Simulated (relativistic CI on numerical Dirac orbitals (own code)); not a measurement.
## Zr III: what numerical and physical settings do to a radial Dirac CI calculation

Reference input:

```
atom Zr  Z=40  charge=2  electrons=38
nucleus A=90  rms_radius_fm=4.2694
hamiltonian dirac-coulomb  breit=on  qed=on  c_scale=1
orbitals kli  potential=per-configuration
slater_scale 1
correlation none
mixing on
grid step=0.0125 r_max=49.7
scf mixing=0.4 start=green max_iterations=150 tolerance=2e-08 node_fill=0.05
configurations
  [Kr] 4d2
end
```

Computed lowest total energy -3593.03395 Ha, first excitation 565.2 cm⁻¹, 11 SCF steps. Runs with settings changed; * marks those that are bad on purpose (the QED terms keep the true α when c is scaled):

| Changed | Outcome | Lowest level | ΔE (Ha) | First excitation (cm⁻¹) | SCF steps | Message |
| --- | --- | --- | --- | --- | --- | --- |
| Slater scale 1.2 | converged | 4d² ³F2 | -0.00562 | 564.0 | 11 |  |
| nuclear radius 3.8425 fm | converged | 4d² ³F2 | -0.00745 | 565.2 | 11 |  |
| start potential bare | converged | 4d² ³F2 | -5.18e-10 | 565.2 | 19 |  |
| speed of light × 0.8 | converged | 4d² ³F2 | -33.6 | 867.2 | 11 |  |
| nuclear radius 4269.4 fm * | converged | 4d² ³F2 | 1290 | 1180.5 | 11 |  |
| grid step 0.002 * | refused |  |  |  | 0 | the grid has 8861 points, outside 40 to 4096 |

With so few configurations and no correlation, terms lie too far apart (by 10 to 50 % near neutrality), their order can be wrong, and levels of other configurations are missing.
